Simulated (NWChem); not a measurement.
Molecule: C4H7F; SMILES F/C(=C/C)C

Results from NWChem. All runs use the structure optimised with PBE0/def2-SVP. Level: M06-2X/def2-SVP with COSMO at NWChem's default radii, gas-phase geometry; rows give the dielectric constant.

| dielectric constant | electrostatic solvation energy (kcal/mol) | dipole in solution (D) |
|---|---|---|
| 1.5 | -0.8 | 1.85 |
| 3.9 | -1.9 | 2.04 |
| 4.8 | -2.0 | 2.07 |
| 11.7 | -2.4 | 2.13 |
| 25.0 | -2.5 | 2.16 |
